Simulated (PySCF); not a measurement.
# Electron correlation in Ru (ruthenium, neutral)

[Kr] 4d7 5s1, high-spin 5F determinant. All numbers are calculated (PySCF 2.14, a scalar-relativistic core potential, in cc-pVDZ-PP with ECP28MDF (4s4p3d1f, 38 functions)). Frozen: 4s2 4p6; 8 electrons correlated.

MP2 pair energies summed by pair of shells (mhartree):

| pair | energy | share (%) |
| --- | --- | --- |
| 4d-4d | -114.58 | 84.1 |
| 4d-5s | -21.65 | 15.9 |

Total MP2 correlation energy: -136.23 mhartree.

Same-spin part -62.17 and opposite-spin part -74.06 mhartree; SCS-MP2 scales them by 1/3 and 6/5 to -109.60 mhartree.
